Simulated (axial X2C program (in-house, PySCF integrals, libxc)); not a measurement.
**Outer orbitals of AlHg at 2.696 Å, PBE0**

Calculated with an axial X2C code built on PySCF integrals. Spin-free means the one-electron spin-free X2C Hamiltonian; two-component (2c) means X2C with spin–orbit coupling and atomic mean-field two-electron Coulomb and Gaunt terms, so the difference of the two also holds small scalar two-electron terms. Basis: Hg dyall-cv3z [13s14p9d6f4g], Al dyall-v3z [8s8p2d1f] (cores contracted in-house); Gaussian nuclei, density fitting, unrestricted open shells. Masses: Hg 201.971 u, Al 26.982 u.

The distance is close to the 2c PBE0 minimum; the highest filled and lowest empty levels are listed.

Spin-free orbitals, state M_S = 1/2, Λ = 1 (beyond evenly filled blocks: π+α) (Löwdin shares):

```tsv
symmetry	occupied	ε (eV)	atomic character
σα	yes	-12.87	91% Hg d, 5% Al s
σβ	yes	-12.83	93% Hg d, 4% Al s
π+α	yes	-12.54	99% Hg d
π-α	yes	-12.51	99% Hg d
π-β	yes	-12.49	99% Hg d
π+β	yes	-12.49	99% Hg d
δ+α	yes	-12.37	100% Hg d
δ-α	yes	-12.36	100% Hg d
δ-β	yes	-12.35	100% Hg d
δ+β	yes	-12.35	100% Hg d
σα	yes	-9.99	46% Al s, 36% Hg s, 8% Hg d
σβ	yes	-9.48	45% Hg s, 39% Al s, 6% Hg d
σα	yes	-7.17	37% Hg s, 30% Al s, 19% Al p
σβ	yes	-6.81	38% Al s, 29% Hg s, 18% Al p
π+α	yes	-3.99	78% Al p, 18% Hg p
π-α	no	-2.49	74% Al p, 24% Hg p
σα	no	-2.10	47% Al p, 39% Hg p, 9% Hg s
σβ	no	-1.95	46% Al p, 41% Hg p, 8% Hg s
π+β	no	-1.84	64% Al p, 34% Hg p
π-β	no	-1.84	64% Al p, 34% Hg p
```

Spinors with spin–orbit coupling (state Ω = 1/2):

```tsv
ω	occupied	ε (eV)	atomic character	λ mixture
1/2	yes	-13.65	97% Hg d	52% π, 48% σ
-1/2	yes	-13.62	97% Hg d	50% π, 50% σ
3/2	yes	-13.41	100% Hg d	78% δ, 22% π
-3/2	yes	-13.38	100% Hg d	77% δ, 23% π
-1/2	yes	-11.96	90% Hg d, 6% Al s	52% σ, 48% π
1/2	yes	-11.93	93% Hg d, 4% Al s	53% σ, 47% π
-3/2	yes	-11.65	99% Hg d	77% π, 23% δ
3/2	yes	-11.64	99% Hg d	78% π, 22% δ
-5/2	yes	-11.53	100% Hg d	100% δ
5/2	yes	-11.51	100% Hg d	100% δ
-1/2	yes	-9.94	45% Al s, 34% Hg s, 12% Hg d	99% σ, 1% π
1/2	yes	-9.46	42% Hg s, 41% Al s, 8% Hg d	99% σ, 1% π
-1/2	yes	-7.14	38% Hg s, 29% Al s, 20% Al p	100% σ
1/2	yes	-6.85	35% Al s, 31% Hg s, 20% Al p	100% σ
1/2	yes	-4.08	72% Al p, 24% Hg p	95% π, 5% σ
-3/2	no	-2.45	77% Al p, 20% Hg p	100% π
-1/2	no	-2.20	46% Al p, 43% Hg p, 6% Hg s	68% σ, 32% π
1/2	no	-1.99	49% Al p, 38% Hg p, 8% Hg s	92% σ, 8% π
-1/2	no	-1.88	63% Al p, 31% Hg p, 3% Hg s	69% π, 31% σ
```

(1) How does the gap between the highest filled and lowest empty level change from the spin-free to the 2c table?

Mulliken charges and populations of the two-component result (they depend on the basis, above all on diffuse functions):

Hg -0.03 e (s 11.77 p 24.30 d 29.95 f 14.00), Al 0.03 e (s 5.88 p 7.03 d 0.04 f 0.01). ⟨Lz⟩ = 0.95 ħ and ⟨Sz⟩ = -0.45 ħ (-0.07 and -0.38 on the two atoms), which add up to Ω.

Occupations by symmetry block were frozen at the best pattern of an incomplete PBE0 search. Density functionals use the spin component along the axis (collinear). PBE0 can misorder states that lie within some tenths of an eV, so this need not be the ground state of the molecule. The nearest other spin-free determinant of the search, M_S = 1/2, Λ = 0, lies 0.38 eV up at the distance of the search. The functionals have no current-density term, which raises determinants with orbital currents, atoms included.

Answers

(1) From 1.50 to 1.63 eV at PBE0, a change of 0.13 eV.
